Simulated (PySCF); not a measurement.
## Checking a proposed structure

A compound C₅H₁₁FOSi gives the data below (simulated from a calculation) and was assigned the structure `CCO/C(C)=C\[SiH2]F`.

¹³C{¹H} NMR (computed): δ 158.3 (C), 129.8 (CH), 82.9 (CH2), 69.1 (CH2), 18.0 (CH3).

¹H NMR (300 MHz, computed): δ 5.63 (m, 1H), 5.56 (m, 2H), 4.35 (s, 3H), 4.09 (q, 2H), 1.37 (t, 3H).

Computational details: σ from GIAO-PBE0/pcSseg-1, geometry from GFN2-xTB, in PySCF 2.14.0 with density-fitted response routines (relativity neglected, no solvent model, fast rotation and ring inversion assumed for equivalent nuclei, single conformer).

Scale: ¹H (σ = 31.72 ppm), ¹³C (σ = 186.93 ppm) vs TMS (reference shieldings calculated alike).

(1) Compare with the shifts computed for the proposed structure, pairing carbons in order of shift.

(2) Which isomer fits?

Answers

(1) Numbering as in the mapped SMILES `[CH3:1][CH2:2][O:3]/[C:4]([CH3:5])=[CH:6]\[SiH2:7][F:8]`; H(Xn) means a hydrogen on atom n.

```
atom  computed for proposal  given list  difference
  C4                  174.4       158.3       +16.1
  C6                   98.5       129.8       -31.3
  C2                   65.2        82.9       -17.7
  C5                   20.7        69.1       -48.4
  C1                   17.5        18.0        -0.5
```

The rms difference is 27.9 ppm and the largest -48.4 ppm at C5 (allylic methyl carbon). The carbon types in order of shift don't match either: C, CH, CH2, CH3, CH3 for the proposal against C, CH, CH2, CH2, CH3 in the data. The proposal doesn't fit.

(2) SMILES CCO/C([SiH3])=C\CF.

1. Carbon types of the structure: 1 × C, 1 × CH, 2 × CH2, 1 × CH3, leaving 3 H on heteroatoms.
2. δC 158.3: alkene carbon bearing oxygen; an sp2 carbon further deshielded by the attached heteroatom.
3. δC 129.8: β carbon of an enol-ether or enamine type C=C.
4. δC 82.9: allylic sp3 CH2 bonded to F; the inductive effect lowers its shielding.
5. δC 69.1: sp3 CH2 bonded to O; the inductive effect lowers its shielding.

The shifts were computed for this structure.

Splittings by ¹⁹F in the carbon and heteronuclear signals aren't shown, as no couplings were computed. Shifts are as computed. Against solution values, carbons near 30 ppm lie about +3 ppm off and those near 130 ppm about +5 ppm. Of 1211 compounds with measured shifts, 218 miss one by over three times the rms of a fit or turn the order of signals round; such compounds aren't used in these exercises. No couplings were computed; multiplicities are counted from neighbouring protons, with m where these are inequivalent, close in shift, in a saturated or five-membered ring or joined by F or P, and br s for small geminal =CH2 splittings.
